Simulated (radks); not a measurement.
As, 33 electrons, occupied as [Ar] 3d9 4s1 4p5 (not the ground configuration). All-electron calculation, scalar-relativistic Kohn-Sham, SCAN, spin-polarised, spherical densities, finite nucleus; open shells are filled with parallel spins first; meta-GGA in the generalised Kohn-Sham scheme; Fermi nuclear charge, rms radius 4.0968 fm. Program: a radial shooting solver on a logarithmic mesh with Libxc functionals.

Normalised radial functions P(r) = r R(r), r in bohr:

r,3d down
0.004541,0.0001
0.006828,0.0002
0.01027,0.0006
0.01544,0.0017
0.02341,0.0055
0.0352,0.0164
0.05294,0.0461
0.07961,0.1204
0.1207,0.2857
0.1815,0.5720
0.2729,0.9417
0.4104,1.2093
0.6171,1.1484
0.9355,0.7590
1.407,0.3316
2.116,0.0859
3.181,0.0103
4.823,0.0005
7.252,0.0000

3d down: eigenvalue -52.531 eV, 0 radial nodes, <r> = 0.650 bohr, 90 % of the charge inside 1.08 bohr.

Empty levels of this run are not shown, since the potential may be unsettled where no density lies.
